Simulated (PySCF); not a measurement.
# EPR parameters of C4H2F3O

Compound: C4H2F3O (doublet state).
Z-matrix (Å and degrees, GFN2-xTB geometry), rows numbered from 1:
```
F 
C   1  1.3382
C   2  1.3053  1  121.97
O   3  1.3208  2  135.16  1   178.58
C   4  1.3283  3  122.91  2   -65.13
F   5  1.3443  4  116.09  3    12.54
C   5  1.3397  4  125.55  3  -166.99
F   7  1.3349  5  121.37  4    -0.26
H   2  1.0937  1  110.86  3  -175.29
H   7  1.0765  5  123.63  4  -178.86
```

The hyperfine couplings belong to this conformer and change with its torsions.

As a line formula: `F/C=[C]/O/C(F)=C\F` [radical].

The calculation used PySCF, UKS B3LYP, pcH-1 on C F H O, non-relativistic, mean-field spin-orbit, GIAO. Geometry: GFN2-xTB, one conformer, isolated molecule. A GFN2-xTB geometry isn't a minimum of the functional, and hyperfine couplings can be far from their values at a DFT geometry. No stability test was run, so a lower SCF solution isn't excluded.

| Item | Value |
| --- | --- |
| g1, g2, g3 | 2.00193, 2.00223, 2.00325 |
| g_iso | 2.00247 |
| Form of g | rhombic: the two nearest values differ by 23 % of g3 − g1 |
| ⟨S²⟩ | 0.7606 (exact 0.7500) |
| HOMO–LUMO gap, α and β orbitals | 6.39, 3.99 eV |

Hyperfine couplings atom by atom, in 10⁻⁴ cm⁻¹; T1 to T3 are the principal values of the dipolar part; ρ(0) is the spin density at the nucleus (1 × 10⁻⁴ cm⁻¹ = 2.998 MHz):

```tsv
atom	isotope	a_iso	T1	T2	T3	Mulliken spin population	ρ(0) (bohr⁻³)
F1	19F	27.2	-21.0	-2.4	23.3	0.00	0.0194
C2	13C	5.8	-7.8	-1.7	9.5	-0.08	0.0154
C3	13C	139.3	-24.1	-16.6	40.7	0.86	0.3716
O4	17O	-25.4	-16.4	8.0	8.4	0.09	0.1256
C5	13C	0.9	-4.2	0.9	3.3	-0.05	0.0023
F6	19F	-2.1	-9.1	2.0	7.2	0.00	-0.0015
C7	13C	4.1	-3.6	-3.2	6.8	0.12	0.0110
F8	19F	6.0	-11.7	-8.9	20.6	0.01	0.0043
H9	1H	30.9	-2.2	-0.1	2.3	0.06	0.0207
H10	1H	-2.9	-1.7	-0.3	2.0	-0.01	-0.0019
```

Largest spin populations (Mulliken): C3 (+0.86), C7 (+0.12), O4 (+0.09) and C2 (-0.08). No atom but C3 exceeds +0.15.

Under fast tumbling the dipolar parts average out, and these isotropic splittings remain: 1 × 1H (H9, I = 1/2, 2 lines) with 3.30 mT, 1 × 19F (F1, I = 1/2, 2 lines) with 2.91 mT, 1 × 19F (F8, I = 1/2, 2 lines) with 0.64 mT, 1 × 1H (H10, I = 1/2, 2 lines) with 0.31 mT and 1 × 19F (F6, I = 1/2, 2 lines) with 0.23 mT.

The 13C coupling of C3 (417.7 MHz) shows only in satellite lines or after enrichment, since that isotope makes up about 1.07 % of natural carbon.

The 17O coupling of O4 (-76.2 MHz) shows only in satellite lines or after enrichment, since that isotope makes up about 0.038 % of natural oxygen.

Examples of negative spin density at the nucleus (bohr⁻³): H10 (-0.0019) and F6 (-0.0015).
